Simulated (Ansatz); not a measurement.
`[SH][Ti]([Cl])([Cl])[Cl]` and `[Cl][Ti]([Cl])([Cl])[Cl]` differ in one atom or group.

Ansatz, PBE0-D4/def2-TZVP geometries, multiplicity 1. Each molecule was computed in one conformer, which needn't be the lowest.

Scalar relativity is left out up to krypton.

| property | `[SH][Ti]([Cl])([Cl])[Cl]` |
| --- | --- |
| LUMO energy (ωB97M-V/def2-TZVPP) / eV | -1.46 |
| zero-point energy (PBE0-D4/def2-TZVP) / kJ/mol | 34.7 |
| LUMO energy (B3LYP/def2-TZVPP) / eV | -3.83 |
| HOMO energy (PBE/def2-TZVPP) / eV | -7.11 |
| HOMO–LUMO gap (B3LYP/def2-TZVPP) / eV | 4.23 |
| HOMO–LUMO gap (PBE/def2-TZVPP) / eV | 2.62 |

Give the same properties after the change, and the shifts. (Estimate.)

Computed: 
```
                                      property  `[Cl][Ti]([Cl])([Cl])[Cl]`  shift
         LUMO energy (ωB97M-V/def2-TZVPP) / eV                       -1.59  -0.13
zero-point energy (PBE0-D4/def2-TZVP) / kJ/mol                        15.3  -19.4
           LUMO energy (B3LYP/def2-TZVPP) / eV                       -3.94  -0.11
             HOMO energy (PBE/def2-TZVPP) / eV                       -8.25  -1.14
         HOMO–LUMO gap (B3LYP/def2-TZVPP) / eV                        5.40   1.17
           HOMO–LUMO gap (PBE/def2-TZVPP) / eV                        3.72   1.10
```

With PBE0 the HOMO falls by 1.31 eV and the LUMO falls by 0.11 eV, so the gap widens by about 1.20 eV. PBE moves the HOMO by -1.14 eV and ωB97M-V by -1.37 eV. The zero-point energy changes by -19.4 kJ/mol with -3 modes.

B3LYP here is the variant with VWN-RPA as its local correlation; programs differ in this.
